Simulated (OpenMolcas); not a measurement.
# Levels of Te II by method

| Quantity | Value |
| --- | --- |
| Program | OpenMolcas |
| Basis | ANO-RCC-VTZP [7s6p4d2f1g] |
| Scalar Hamiltonian | DKH2, point nucleus |
| Active space | 5 electrons in 9 orbitals (RAS2 5s 5p; RAS3 5d, at most 2 electrons) |
| State averaging | 2S+1 = 4 odd, 1 root; 2S+1 = 2 odd, 8 roots; 2S+1 = 4 even, 3 roots; 2S+1 = 2 even, 9 roots |
| Spin-orbit coupling | state interaction with AMFI integrals over the reference wave functions, term energies averaged over their components |

Methods on the same reference wave functions:
A. RASSCF
B. SS-RASPT2, IPEA 0.25 Eh, imaginary shift 0.1 Eh (closed shells correlated: 4d)
C. XMS-RASPT2, IPEA 0.25 Eh, imaginary shift 0.1 Eh (closed shells correlated: 4d)

Energies in cm-1 above 5s2 5p3 4S* 3/2, the measured ground level; measured values from NIST Handbook of Basic Atomic Spectroscopic Data.

```csv
Level,A,B,C,Measured
5s2 5p3 4S* 3/2,0.0,0.0,0.0,0.0
5s2 5p3 2D* 3/2,13623,11130,11110,10222
5s2 5p3 2D* 5/2,15467,12890,12860,12422
5s2 5p3 2P* 1/2,23862,21640,21650,20547
5s2 5p3 2P* 3/2,26381,24170,24160,24032
5s 5p4 4P 5/2,69355,72430,72210,71193
5s 5p4 4P 3/2,72782,75890,75660,74893
5s 5p4 4P 1/2,74268,77320,77100,
```

Deviations, from unrounded energies. A percentage is the sum of absolute deviations over the sum of measured energies, with the sign that they share, or ± where signs differ.

```tsv
Against measurement	Levels	A	B	C
mean absolute deviation (cm-1)	6	2700	810	720
other terms of the ground configuration (%)	4	+18.0	+3.9	+3.8
other configurations (%)	2	-2.7	+1.5	+1.2
```

C lies closest to measurement on these levels and A furthest from it. The largest miss of C in the table is 5s2 5p3 2P* 1/2, by +1100 cm-1. The ranking rests on the paired levels alone, and a cruder setting can come out closer through cancelling errors.

Between B and C the level of the table that moves most is 5s 5p4 4P 5/2, by 220 cm-1 (lowest in C, highest in B). Moves below CASPT2's spread within the term are not significant.

From A to B the spin-free energies of the other terms of 5s2 5p3 shown, above 4S*, scale by factors of 0.82 to 0.90.

The lowest spin-free term lies below A's lowest term by 0.454 hartree in B, 0.454 hartree in C.

CASPT2 does not keep the components of a term degenerate, so their means are used; among the terms shown or strongly mixed into the levels shown the widest spread is 43 cm-1 (5s2 5p3 2D*, C). The run also gave levels led by 5s2 5p2 5d, which use shells meant for correlation; these and all levels above them are left out. Some terms mix strongly with configurations of 5d, whose occupation reaches 0.17 (5s 5p4 4P). Measured partners are found by configuration, term and J. A level has none where our copy of the source lacks it or the pairing is in doubt (some pairs that miss far off the trend of their configuration count as doubtful), and it then counts in no deviation. Only configurations of the active space appear. Levels that lie high or do not pair safely by name in every column are left out.

* marks odd parity.
